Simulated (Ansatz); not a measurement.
Relaxation of ClFH₇SiW (11 atoms, charge 0, multiplicity 2), to a largest force component of 0.03 eV/Å in at most 50 steps.

Method: UKS B3LYP/def2-SVP (Ansatz 0.2.0).

```xyz
11
Properties=species:S:1:pos:R:3
W 0.216 -0.002 -0.443
F 0.423 -0.001 2.599
Cl 2.414 -0.001 0.148
H -0.600 1.485 -0.498
H -1.147 0.003 0.557
H -0.599 -1.490 -0.489
H 0.017 0.007 -2.132
Si 0.062 0.000 4.177
H -0.782 -1.191 4.460
H 1.338 -0.066 4.938
H -0.670 1.256 4.484
```

Where does it end, and by what steps?

It converged. After 27 steps the energy has fallen by 0.209 eV; H5 moved furthest, 1.31 Å. Joined: W1–F2 (3.05 → 2.47 Å).

| step | energy less start (eV) | largest force component (eV/Å) | accepted |
| --- | --- | --- | --- |
| 0 | 0.0000 | 0.785 | yes |
| 1 | -0.0074 | 0.526 | yes |
| 2 | -0.0141 | 0.054 | yes |
| 3 | -0.0153 | 0.079 | yes |
| 4 | -0.0164 | 0.116 | yes |
| 5 | -0.0182 | 0.084 | yes |
| 6 | -0.0215 | 0.130 | yes |
| 7 | -0.0150 | 0.560 | no |
| 8 | -0.0269 | 0.058 | yes |
| 9 | -0.0293 | 0.172 | yes |
| 10 | -0.0311 | 0.278 | yes |
| 11 | -0.0358 | 0.197 | yes |
| 12 | -0.0398 | 0.106 | yes |
| 13 | -0.0449 | 0.110 | yes |
| 14 | -0.0479 | 0.152 | yes |
| 15 | -0.0536 | 0.117 | yes |
| 16 | -0.0586 | 0.343 | yes |
| 17 | -0.0657 | 0.195 | yes |
| 18 | -0.0712 | 0.127 | yes |
| 19 | -0.0927 | 0.437 | yes |
| 20 | -0.1095 | 0.588 | yes |
| 21 | -0.1521 | 0.705 | yes |
| 22 | -0.1674 | 0.458 | yes |
| 23 | -0.1918 | 0.478 | yes |
| 24 | -0.1445 | 1.835 | no |
| 25 | -0.2048 | 0.183 | yes |
| 26 | -0.2082 | 0.059 | yes |
| 27 | -0.2085 | 0.006 | yes |

```xyz
11
Properties=species:S:1:pos:R:3
W 0.150 0.131 0.049
F 0.781 -0.205 2.417
Cl 2.387 0.578 -0.034
H -0.644 1.086 -1.089
H -0.863 1.240 0.869
H -0.324 -1.493 0.282
H -0.330 -0.514 -1.431
Si 0.019 -0.204 3.899
H -1.057 -1.221 3.835
H 1.061 -0.560 4.892
H -0.510 1.163 4.114
```

Whether the end is a true minimum wasn't checked by a vibrational analysis.

The run took 110 s on 4 threads of Arm Neoverse V1, with other jobs on the host, peak memory 0.41 GiB.
